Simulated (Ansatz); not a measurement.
Wavefunction ladder for `C=CC1=C(C=C)CC1`

```xyz
18

C     2.676   -0.880   -1.289
C     1.906   -0.104   -0.522
C     0.496   -0.306   -0.347
C    -0.470    0.331    0.360
C    -0.487    1.473    1.229
C    -1.588    1.930    1.830
C    -1.561   -0.606   -0.095
C    -0.452   -1.337   -0.907
H     2.260   -1.723   -1.830
H     3.738   -0.697   -1.397
H     2.353    0.734    0.009
H     0.461    1.981    1.392
H    -2.548    1.446    1.687
H    -1.562    2.797    2.480
H    -2.026   -1.206    0.692
H    -2.350   -0.151   -0.701
H    -0.586   -1.314   -1.992
H    -0.261   -2.369   -0.599
```

The species carries charge 0 and has multiplicity 1. Geometry: relaxed with PBE0-D4/def2-TZVP. It is one conformer, not always the lowest. Frozen core, restricted reference, the Gaussian-basis code of Ansatz. CBS rows extrapolate triple and quadruple zeta; past MP2 they add the triple-zeta difference.

```json
{"basis": "def2-SVP", "HF (Eh)": "-308.45719", "MP2 corr.": "-1.06491", "CCSD corr.": "-1.13740", "(T)": "-0.04583", "CCSD(T) total": "-309.64042"}
{"basis": "def2-TZVPP", "HF (Eh)": "-308.79463", "MP2 corr.": "-1.29149", "CCSD corr.": "-1.34406", "(T)": "-0.06661", "CCSD(T) total": "-310.20530"}
{"basis": "def2-QZVPP", "HF (Eh)": "-308.80803", "MP2 corr.": "-1.37238", "CCSD corr.": "–", "(T)": "–", "CCSD(T) total": "–"}
{"basis": "CBS(def2)", "HF (Eh)": "-308.80987", "MP2 corr.": "-1.43230", "CCSD corr.": "-1.48486", "(T)": "as TZ", "CCSD(T) total": "-310.36134"}
```
